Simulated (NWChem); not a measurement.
System: C₂H₃AgO; SMILES [Ag]([CH3])<-[C-]#[O+]

NWChem printed, in part:

```
             Northwest Computational Chemistry Package (NWChem) 7.3.0
             --------------------------------------------------------

 C3  symmetry detected

                             Geometry "geometry" -> ""
                             -------------------------

 Output coordinates in angstroms (scale by  1.889725989 to convert to a.u.)

  No.       Tag          Charge          X              Y              Z
 ---- ---------------- ---------- -------------- -------------- --------------
    1 Ag                  47.0000    -0.00000000     0.00000000    -0.25451160
    2 C                    6.0000    -0.00000000     0.00000000    -2.33152862
    3 H                    1.0000     1.02448803     0.09281377    -2.72643367
    4 H                    1.0000    -0.59262310     0.84082577    -2.72643367
    5 H                    1.0000    -0.43186493    -0.93363954    -2.72643367
    6 O                    8.0000    -0.00000000     0.00000000     2.92095980
    7 C                    6.0000     0.00000000     0.00000000     1.79380661

 Effective nuclear repulsion energy (a.u.)     281.0191851357

      Symmetry information
      --------------------

 Group name             C3
 Group number              5
 Group order               3
 No. of unique centers     5

                                 NWChem DFT Module
                                 -----------------

 Summary of "ao basis" -> "ao basis" (spherical)
 ------------------------------------------------------------------------------
       Tag                 Description            Shells   Functions and Types
 ---------------- ------------------------------  ------  ---------------------
 Ag                         def2-svp                11       31   5s3p2d1f
 C                          def2-svp                 6       14   3s2p1d
 H                          def2-svp                 3        5   2s1p
 O                          def2-svp                 6       14   3s2p1d

      Symmetry analysis of basis
      --------------------------

        a          36
        e+         26
        e-         26

  Rotation of axis

            General Information
            -------------------
          SCF calculation type: DFT
          Wavefunction type:  closed shell.
          No. of atoms     :     7
          No. of electrons :    42
           Alpha electrons :    21
            Beta electrons :    21
          Charge           :     0
          Spin multiplicity:     1
          Use of symmetry is: on ; symmetry adaption is: on
          Maximum number of iterations: 150
          AO basis - number of functions:    88
                     number of shells:    38
          Convergence on energy requested:  1.00D-06
          Convergence on density requested:  1.00D-05
          Convergence on gradient requested:  5.00D-04

              XC Information
              --------------
                        M06-L Method XC Functional
                         M06-L Exchange Functional  1.000
                       M06-L Correlation Potential  1.000

             Grid Information
             ----------------
          Grid used for XC integration:  medium
          Radial quadrature: Mura-Knowles
          Angular quadrature: Lebedev.
          Tag              B.-S. Rad. Rad. Pts. Rad. Cut. Ang. Pts.
          ---              ---------- --------- --------- ---------
          Ag                  1.60      123           9.0       590
          C                   0.70       49          12.0       434
          H                   0.35       45          11.0       434
          O                   0.60       49          13.0       434
          Grid pruning is: on
          Number of quadrature shells:   315
          Spatial weights used:  Erf1

      Superposition of Atomic Density Guess
      -------------------------------------

 Sum of atomic energies:        -319.09515195

      Non-variational initial energy
      ------------------------------

 Total energy =    -298.566145
 1-e energy   =    -743.505859
 2-e energy   =     304.056140
 HOMO         =      -0.333613
 LUMO         =      -0.016727

      Symmetry analysis of molecular orbitals - initial
      -------------------------------------------------

  Numbering of irreducible representations:

     1 a           2 e+          3 e-

  Orbital symmetries:

     1 a           2 a           3 a           4 a           5 a
     6 e+          7 e+          8 a           9 a          10 a
    11 a          12 e+         13 e+         14 e+         15 e+
    16 e+         17 e+         18 e+         19 e+         20 a
    21 a          22 e+         23 e+         24 a          25 e+
    26 e+         27 a          28 a          29 e+         30 e+
    31 a

     ---------------------------------------------
      Total Density - Mulliken Population Analysis
     ---------------------------------------------

    Atom       Charge   Shell Charges
 -----------   ------   -------------------------------------------------------
    1 Ag  19    19.19  -0.49  1.69  0.81  0.89  0.17  5.98  0.16  0.04  9.25  0.68  0.00
    2 C    6     6.66   1.99  0.96  0.27  2.09  1.33  0.02
    3 H    1     0.88   0.66  0.19  0.03
    4 H    1     0.88   0.66  0.19  0.03
    5 H    1     0.88   0.66  0.19  0.03
    6 O    8     8.30   1.99  1.14  0.62  2.89  1.65  0.02
    7 C    6     5.20   1.99  1.03  0.45  1.25  0.41  0.07

   convergence    iter        energy       DeltaE   RMS-Dens  Diis-err
 ---------------- ----- ----------------- --------- --------- ---------
 d= 0,ls=0.0,diis     1   -299.9772332486 -4.41D+02  4.37D-02  1.16D+00
 d= 0,ls=0.0,diis     2   -295.6149291452  4.36D+00  3.76D-02  3.73D+01
 d= 0,ls=0.0,diis     3   -299.9186525894 -4.30D+00  9.12D-03  2.29D+00
 d= 0,ls=0.0,diis     4   -300.1193699989 -2.01D-01  2.68D-03  2.52D-01
 d= 0,ls=0.0,diis     5   -300.1469067851 -2.75D-02  2.61D-03  5.44D-03
  Resetting Diis
 d= 0,ls=0.0,diis     6   -300.1339212615  1.30D-02  3.23D-03  1.42D-02
 d= 0,ls=0.0,diis     7   -300.1388289303 -4.91D-03  6.36D-03  5.36D-03
 d= 0,ls=0.0,diis     8   -300.1422290805 -3.40D-03  8.54D-04  2.48D-03
 d= 0,ls=0.0,diis     9   -300.1422608301 -3.17D-05  5.11D-04  2.31D-03
 d= 0,ls=0.0,diis    10   -300.1425534326 -2.93D-04  1.65D-04  1.95D-04
 d= 0,ls=0.0,diis    11   -300.1425755986 -2.22D-05  6.03D-05  3.00D-05
 d= 0,ls=0.0,diis    12   -300.1425791302 -3.53D-06  1.64D-05  2.48D-06
 d= 0,ls=0.0,diis    13   -300.1425792517 -1.21D-07  7.88D-06  1.78D-06

         Total DFT energy =     -300.142579251660
      One electron energy =     -747.547912763978
           Coulomb energy =      341.130811136499
    Exchange-Corr. energy =      -34.609051452666
 Nuclear repulsion energy =      140.883573828486

 Numeric. integr. density =       41.999995912677

                  Occupations of the irreducible representations
                  ----------------------------------------------

                     irrep           alpha         beta
                     --------     --------     --------
                     a                11.0         11.0
                     e+               10.0         10.0
                     e-                0.0          0.0

                       DFT Final Molecular Orbital Analysis
                       ------------------------------------

 Vector   19  Occ=2.000000D+00  E=-2.906394D-01  Symmetry=e+
              MO Center= -8.9D-02,  8.2D-02, -1.2D+00, r^2= 2.8D+00
   Bfn.  Coefficient  Atom+Function         Bfn.  Coefficient  Atom+Function
  ----- ------------  ---------------      ----- ------------  ---------------
    16      0.568067  1 Ag d -1              18      0.315973  1 Ag d  1
    51      0.271758  4 H  s                 36      0.251872  2 C  py
    56     -0.161001  5 H  s                 35     -0.140096  2 C  px
    39      0.120547  2 C  py                15      0.116652  1 Ag d -2
    52      0.115612  4 H  s                 46     -0.110757  3 H  s

 Vector   20  Occ=2.000000D+00  E=-2.906394D-01  Symmetry=e+
              MO Center=  8.9D-02, -8.2D-02, -1.2D+00, r^2= 2.8D+00
   Bfn.  Coefficient  Atom+Function         Bfn.  Coefficient  Atom+Function
  ----- ------------  ---------------      ----- ------------  ---------------
    18      0.568067  1 Ag d  1              16     -0.315973  1 Ag d -1
    35     -0.251872  2 C  px                46     -0.249853  3 H  s
    56      0.220845  5 H  s                 36     -0.140096  2 C  py
    38     -0.120547  2 C  px                19      0.116652  1 Ag d  2
    47     -0.106295  3 H  s                 23      0.100198  1 Ag d  1

 Vector   21  Occ=2.000000D+00  E=-1.938529D-01  Symmetry=a
              MO Center= -1.4D-15,  2.6D-14, -1.4D+00, r^2= 2.4D+00
   Bfn.  Coefficient  Atom+Function         Bfn.  Coefficient  Atom+Function
  ----- ------------  ---------------      ----- ------------  ---------------
     4      0.522053  1 Ag s                 37      0.389254  2 C  pz
     2     -0.315424  1 Ag s                 40      0.288334  2 C  pz
    17     -0.271144  1 Ag d  0              34      0.164001  2 C  s
     1      0.147545  1 Ag s                  3     -0.135476  1 Ag s
     8      0.120324  1 Ag pz                77     -0.111966  7 C  s

 Vector   22  Occ=0.000000D+00  E=-1.053411D-01  Symmetry=e+
              MO Center= -9.3D-04, -5.4D-04,  1.7D+00, r^2= 2.3D+00
   Bfn.  Coefficient  Atom+Function         Bfn.  Coefficient  Atom+Function
  ----- ------------  ---------------      ----- ------------  ---------------
    79      0.538747  7 C  py                82      0.470030  7 C  py
    68     -0.389812  6 O  py                65     -0.383850  6 O  py
    16     -0.263661  1 Ag d -1              13      0.165212  1 Ag py
    10      0.123086  1 Ag py                 7     -0.107219  1 Ag py
    57      0.090764  5 H  s                 52     -0.070100  4 H  s

 Vector   23  Occ=0.000000D+00  E=-1.053411D-01  Symmetry=e+
              MO Center=  9.3D-04,  5.4D-04,  1.7D+00, r^2= 2.3D+00
   Bfn.  Coefficient  Atom+Function         Bfn.  Coefficient  Atom+Function
  ----- ------------  ---------------      ----- ------------  ---------------
    78      0.538747  7 C  px                81      0.470030  7 C  px
    67     -0.389812  6 O  px                64     -0.383850  6 O  px
    18      0.263661  1 Ag d  1              12      0.165212  1 Ag px
     9      0.123086  1 Ag px                 6     -0.107219  1 Ag px
    47     -0.092875  3 H  s                 79     -0.069660  7 C  py

 Vector   24  Occ=0.000000D+00  E= 2.253449D-02  Symmetry=a
              MO Center=  1.5D-13,  3.0D-13, -4.3D-01, r^2= 6.5D+00
   Bfn.  Coefficient  Atom+Function         Bfn.  Coefficient  Atom+Function
  ----- ------------  ---------------      ----- ------------  ---------------
     5      1.238264  1 Ag s                 77     -0.689270  7 C  s
    34     -0.645780  2 C  s                 17      0.371768  1 Ag d  0
    40     -0.316889  2 C  pz                76     -0.233222  7 C  s
    37     -0.208665  2 C  pz                33     -0.195632  2 C  s
    63      0.159519  6 O  s                  2     -0.140250  1 Ag s

     ---------------------------------------------
      Total Density - Mulliken Population Analysis
     ---------------------------------------------

    Atom       Charge   Shell Charges
 -----------   ------   -------------------------------------------------------
    1 Ag  19    18.85  -0.50  1.72  0.79  0.85  0.10  5.99  0.15  0.04  8.74  0.96  0.00
    2 C    6     6.41   1.99  0.90  0.30  2.03  1.18  0.02
    3 H    1     0.95   0.75  0.18  0.03
    4 H    1     0.95   0.75  0.18  0.03
    5 H    1     0.95   0.75  0.18  0.03
    6 O    8     8.01   1.99  1.16  0.60  2.79  1.45  0.02
    7 C    6     5.89   1.99  1.10  0.48  1.71  0.53  0.08

     -------------------------------------------
      Total Density - Lowdin Population Analysis
     -------------------------------------------

    Atom       Charge   Shell Charges
 -----------   ------   -------------------------------------------------------
    1 Ag  19    19.08   0.00  0.96  1.00  0.58  0.28  5.63  0.64  0.18  8.40  1.40  0.00
    2 C    6     6.31   1.97  0.59  0.36  1.83  1.52  0.04
    3 H    1     0.97   0.64  0.26  0.07
    4 H    1     0.97   0.64  0.26  0.07
    5 H    1     0.97   0.64  0.26  0.07
    6 O    8     7.91   1.98  0.94  0.61  2.63  1.71  0.04
    7 C    6     5.79   1.97  0.77  0.47  1.58  0.84  0.16

     Multipole analysis of the density
     ---------------------------------

     L   x y z        total         alpha         beta         nuclear
     -   - - -        -----         -----         ----         -------
     0   0 0 0      0.000000    -21.000000    -21.000000     42.000000

     1   1 0 0     -0.000000     -0.000000     -0.000000      0.000000
     1   0 1 0     -0.000000      0.000000      0.000000     -0.000000
     1   0 0 1      1.224018     -6.121392     -6.121392     13.466801

     2   2 0 0    -27.642920    -16.655609    -16.655609      5.668297
     2   1 1 0      0.000000      0.000000      0.000000      0.000000
     2   1 0 1     -0.000000     -0.000000     -0.000000     -0.000000
     2   0 2 0    -27.642920    -16.655609    -16.655609      5.668297
     2   0 1 1     -0.000000     -0.000000     -0.000000      0.000000
     2   0 0 2    -30.618694   -271.907682   -271.907682    513.196670

            General Information
            -------------------
          SCF calculation type: DFT
          Wavefunction type:  closed shell.
          No. of atoms     :     7
          No. of electrons :    42
           Alpha electrons :    21
            Beta electrons :    21
          Charge           :     0
          Spin multiplicity:     1
          Use of symmetry is: on ; symmetry adaption is: on
          Maximum number of iterations: 150
          AO basis - number of functions:    88
                     number of shells:    38
          Convergence on energy requested:  1.00D-06
          Convergence on density requested:  1.00D-05
          Convergence on gradient requested:  5.00D-04

              XC Information
              --------------
                        M06-L Method XC Functional
                         M06-L Exchange Functional  1.000
                       M06-L Correlation Potential  1.000

             Grid Information
             ----------------
          Grid used for XC integration:  medium
          Radial quadrature: Mura-Knowles
          Angular quadrature: Lebedev.
          Tag              B.-S. Rad. Rad. Pts. Rad. Cut. Ang. Pts.
          ---              ---------- --------- --------- ---------
          Ag                  1.60      123           9.0       590
          C                   0.70       49          12.0       434
          H                   0.35       45          11.0       434
          O                   0.60       49          13.0       434
          Grid pruning is: on
          Number of quadrature shells:   315
          Spatial weights used:  Erf1

[...]

                         DFT ENERGY GRADIENTS

    atom               coordinates                        gradient
                 x          y          z           x          y          z
   1 Ag     -0.000000   0.000000  -0.480957    0.000000   0.000000  -0.000159
   2 C      -0.000000   0.000000  -4.405950    0.000000   0.000000   0.002616
   3 H       1.936002   0.175393  -5.152213    0.001235   0.000105   0.000174
   4 H      -1.119895   1.588930  -5.152213   -0.000709   0.001017   0.000174
   5 H      -0.816106  -1.764323  -5.152213   -0.000526  -0.001122   0.000174
   6 O      -0.000000   0.000000   5.519814    0.000000   0.000000  -0.018928
   7 C       0.000000   0.000000   3.389803   -0.000000   0.000000   0.015949
```

Level: M06-L/def2-SVP with def2 effective core potentials on Ag. Coordinates come from a PBE0/def2-SVP optimisation. def2 effective core potentials on Ag; no spin-orbit coupling.

Task: Reconstruct the input file.

Result: One answer among several that fit: the input that was run:
```
start job
memory heap 200 mb stack 900 mb global 1100 mb
geometry units angstroms noautoz
  Ag    -0.603656     0.073515     0.003008
  C     -1.127105     2.083489     0.005323
  H     -0.376375     2.686814    -0.529985
  H     -1.201912     2.470974     1.034108
  H     -2.100480     2.239445    -0.486968
  O      0.196594    -2.999465    -0.000523
  C     -0.087307    -1.908652     0.000723
end
basis spherical
  * library def2-svp
end
ecp
  Ag library def2-ecp
end
dft
  xc m06-l
  iterations 150
  mulliken
end
task dft gradient
```
